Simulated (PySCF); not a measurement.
GaH2, SMILES [GaH2-] (connectivity only; charge and spin as stated), charge -1, multiplicity 1. Geometry optimised at PBE0-D3(BJ)/def2-TZVPD.

Method: PySCF with PBE0-D3(BJ)/def2-TZVPD.

Harmonic wavenumbers (cm⁻¹): 788, 1398, 1406. Rotational constants (GHz): 183.9, 164.2, 86.75; symmetry number 2.

Problem. Work out the zero-point energy and the ideal-gas rigid-rotor harmonic-oscillator thermochemistry at 298.15 K and 1 atm.

Solution. ZPE = ½ Σ hcν = ½ × 3592 cm⁻¹ = 5.14 kcal/mol. H − E(el) = 7.57 kcal/mol. Entropy in cal/(mol K): translation 38.73, rotation 14.09, vibration 0.25, total 53.07. G − E(el) = -8.26 kcal/mol. Cp = 8.83 cal/(mol K).
